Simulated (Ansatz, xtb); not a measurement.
Species: sum formula SiClF2, charge -1, multiplicity 1. It need not be the lowest isomer of its formula. Whether it binds its extra electron was not tested at this geometry. SMILES: F[Si-](Cl)F
Coordinates optimised at B3LYP-D3(BJ)/def2-TZVP (Ansatz, a program for electronic structure):
```
Si
F 1 1.6670
F 1 1.6670 2 97.00
Cl 1 2.3008 2 96.38 3 97.27
```
Charge -1, spin multiplicity 1.

Harmonic wavenumbers from GFN2-xTB (xtb, at its own minimum), cm⁻¹: 142, 155, 268, 311, 622, 665.

Q: Give the harmonic wavenumbers at B3LYP-D3(BJ)/def2-TZVP (Ansatz, finite differences of forces, unscaled).

A: 187, 211, 320, 377, 707, 727 cm⁻¹. Zero-point energy 3.6 kcal/mol.

Q: From these and the geometry, give the ideal-gas thermochemistry at 298.15 K and 1 atm (rigid rotor, harmonic oscillator).

A: Point group Cs, rotational symmetry number 1. Rotational constants 6.721, 3.111, 2.457 GHz. S(trans) 39.76, S(rot) 26.24, S(vib) 7.22, S(elec, spin only) 0.00, S 73.2 cal/(mol K). H(298) - H(0) 3.67 kcal/mol; G - E(el) -14.6 kcal/mol.
